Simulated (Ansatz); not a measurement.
Job for Ansatz (an electronic-structure program): R-B3LYP-D3(BJ)/def2-SVP on C4H12Si (SMILES C[Si](C)(C)C).

Ansatz 0.2 input:
```yaml
crystal:
  periodic: [false, false, false]
  atoms:
    - {symbol: Si, position_ang: [0.00010000, -0.00010000, -0.00010000]}
    - {symbol: C, position_ang: [1.13130000, 1.12540000, 1.04810000]}
    - {symbol: H, position_ang: [1.73080000, 1.77840000, 0.42060000]}
    - {symbol: H, position_ang: [0.55270000, 1.75590000, 1.71670000]}
    - {symbol: H, position_ang: [1.81410000, 0.54190000, 1.65850000]}
    - {symbol: C, position_ang: [1.07090000, -1.07910000, -1.15500000]}
    - {symbol: H, position_ang: [1.74050000, -1.72000000, -0.58960000]}
    - {symbol: H, position_ang: [0.45640000, -1.71980000, -1.78030000]}
    - {symbol: H, position_ang: [1.68150000, -0.46880000, -1.81360000]}
    - {symbol: C, position_ang: [-1.17750000, 1.07830000, -1.04650000]}
    - {symbol: H, position_ang: [-0.62630000, 1.74290000, -1.70470000]}
    - {symbol: H, position_ang: [-1.82630000, 0.46830000, -1.66740000]}
    - {symbol: H, position_ang: [-1.81290000, 1.69490000, -0.41800000]}
    - {symbol: C, position_ang: [-1.02440000, -1.12470000, 1.15330000]}
    - {symbol: H, position_ang: [-1.66140000, -0.54150000, 1.81120000]}
    - {symbol: H, position_ang: [-1.66540000, -1.79360000, 0.58750000]}
    - {symbol: H, position_ang: [-0.38420000, -1.73850000, 1.77930000]}
basis:
  gaussian:
    orbitals: def2-SVP
hamiltonian:
  xc: b3lyp
  dispersion: d3bj
relax: {f_tol: 0.004, max_steps: 120}
scf: {lower_state_search: off}
```

Output:

```
WARN ansatz: RAYON_NUM_THREADS=8 ignored (pool sized by the plan → 8); use --threads N
Functional definition: B3LYP
these checks for a lower state are left out or cut short: stability, starts, cluster_reference, orbital_swaps, neighbouring_geometries, increment
integrals: 0.12 GiB planned
1484 factors; integrals over basis functions are off by at most 2.1e-4 eV
mean field: 0.77 GiB planned
mean field evaluation 1: about -12201.2252 eV, gradient 8.3e1 eV
mean field evaluation 2: about -12195.9423 eV, gradient 9.0e1 eV
mean field evaluation 4: about -12217.9087 eV, gradient 1.7e0 eV
mean field evaluation 8: about -12217.9206 eV, gradient 5.3e-3 eV
mean field -12217.92059215 eV, -449.0003001576 hartree, gradient 2.7e-6 eV, S^2 0.000000; 0 other end points of the search recorded, 0 dependent functions left out
the calculation of the forces begins
reference -12217.92085997 eV, -449.0003099998 hartree; 25, 25 occupied and 109, 109 virtual orbitals, 1484 factors
relax step   1: F+E_penalty+E_count = -12218.55350615 eV  Δ(F+E_penalty+E_count) = +0.000e0 eV  max|allowed force component| = 5.179e-1 eV/Å  Δτ_max = 0.0000 Å  (13 SCF iters, accepted)
these checks for a lower state are left out or cut short: stability, starts, cluster_reference, orbital_swaps, neighbouring_geometries, increment
integrals: 0.12 GiB planned
1484 factors; integrals over basis functions are off by at most 2.1e-4 eV
mean field: 0.77 GiB planned
mean field evaluation 16: about -12217.9709 eV, gradient 2.0e0 eV
mean field -12217.98390583 eV, -449.0026268923 hartree, gradient 1.3e-6 eV, S^2 0.000000; 0 other end points of the search recorded, 0 dependent functions left out
the calculation of the forces begins
reference -12217.98417212 eV, -449.0026366784 hartree; 25, 25 occupied and 109, 109 virtual orbitals, 1484 factors
relax step   2: F+E_penalty+E_count = -12218.62136475 eV  Δ(F+E_penalty+E_count) = -6.786e-2 eV  max|allowed force component| = 1.904e-1 eV/Å  Δτ_max = 0.0224 Å  (17 SCF iters, accepted)
these checks for a lower state are left out or cut short: stability, starts, cluster_reference, orbital_swaps, neighbouring_geometries, increment
integrals: 0.12 GiB planned
1484 factors; integrals over basis functions are off by at most 2.0e-4 eV
mean field: 0.77 GiB planned
mean field -12217.98852281 eV, -449.0027965631 hartree, gradient 1.3e-6 eV, S^2 0.000000; 0 other end points of the search recorded, 0 dependent functions left out
the calculation of the forces begins
reference -12217.98878855 eV, -449.0028063288 hartree; 25, 25 occupied and 109, 109 virtual orbitals, 1484 factors
relax step   3: F+E_penalty+E_count = -12218.62745925 eV  Δ(F+E_penalty+E_count) = -6.095e-3 eV  max|allowed force component| = 1.572e-2 eV/Å  Δτ_max = 0.0082 Å  (17 SCF iters, accepted)
these checks for a lower state are left out or cut short: stability, starts, cluster_reference, orbital_swaps, neighbouring_geometries, increment
integrals: 0.12 GiB planned
1484 factors; integrals over basis functions are off by at most 2.0e-4 eV
mean field: 0.77 GiB planned
mean field evaluation 32: about -12217.9884 eV, gradient 1.1e-4 eV
mean field -12217.98840076 eV, -449.0027920778 hartree, gradient 6.5e-7 eV, S^2 0.000000; 0 other end points of the search recorded, 0 dependent functions left out
the calculation of the forces begins
reference -12217.98866645 eV, -449.0028018420 hartree; 25, 25 occupied and 109, 109 virtual orbitals, 1484 factors
relax step   4: F+E_penalty+E_count = -12218.62754530 eV  Δ(F+E_penalty+E_count) = -8.605e-5 eV  max|allowed force component| = 3.839e-4 eV/Å  Δτ_max = 0.0038 Å  (11 SCF iters, accepted)
Total energy: -12218.62781100 eV, -449.0262899708 hartree
Atom 0 at    -0.000006    -0.000012    -0.000002 Å, force     0.000012     0.000052    -0.000002 eV/Å
Atom 1 at     1.117401     1.113843     1.039294 Å, force    -0.000384    -0.000219    -0.000022 eV/Å
Atom 2 at     1.723527     1.777304     0.400361 Å, force    -0.000046    -0.000024     0.000234 eV/Å
Atom 3 at     0.525431     1.750319     1.717724 Å, force     0.000088    -0.000018     0.000008 eV/Å
Atom 4 at     1.809939     0.518274     1.656943 Å, force    -0.000022     0.000168    -0.000034 eV/Å
Atom 5 at     1.061272    -1.067227    -1.141998 Å, force    -0.000087     0.000209     0.000260 eV/Å
Atom 6 at     1.750112    -1.705576    -0.564231 Å, force     0.000156     0.000336    -0.000158 eV/Å
Atom 7 at     0.435537    -1.727155    -1.765500 Å, force     0.000281    -0.000225     0.000251 eV/Å
Atom 8 at     1.669218    -0.443857    -1.818472 Å, force    -0.000322    -0.000170    -0.000162 eV/Å
Atom 9 at    -1.163993     1.067199    -1.037116 Å, force     0.000314    -0.000205     0.000066 eV/Å
Atom 10 at    -0.599694     1.731324    -1.712619 Å, force    -0.000140    -0.000216    -0.000157 eV/Å
Atom 11 at    -1.828962     0.443889    -1.657684 Å, force    -0.000125     0.000179     0.000224 eV/Å
Atom 12 at    -1.799445     1.701264    -0.396828 Å, force     0.000228     0.000134    -0.000243 eV/Å
Atom 13 at    -1.014703    -1.113842     1.139816 Å, force     0.000127     0.000114    -0.000299 eV/Å
Atom 14 at    -1.648902    -0.518293     1.817253 Å, force     0.000353    -0.000222     0.000188 eV/Å
Atom 15 at    -1.675471    -1.780093     0.560764 Å, force    -0.000180     0.000357     0.000144 eV/Å
Atom 16 at    -0.361363    -1.747462     1.762292 Å, force    -0.000253    -0.000251    -0.000301 eV/Å
Dipole moment:    -0.000001    -0.000004     0.000000 e Å
Checks for a lower state left out: stability, starts, cluster_reference, orbital_swaps, neighbouring_geometries, increment
```

Self-consistency was reached.

Cost: roughly 25 core-seconds.
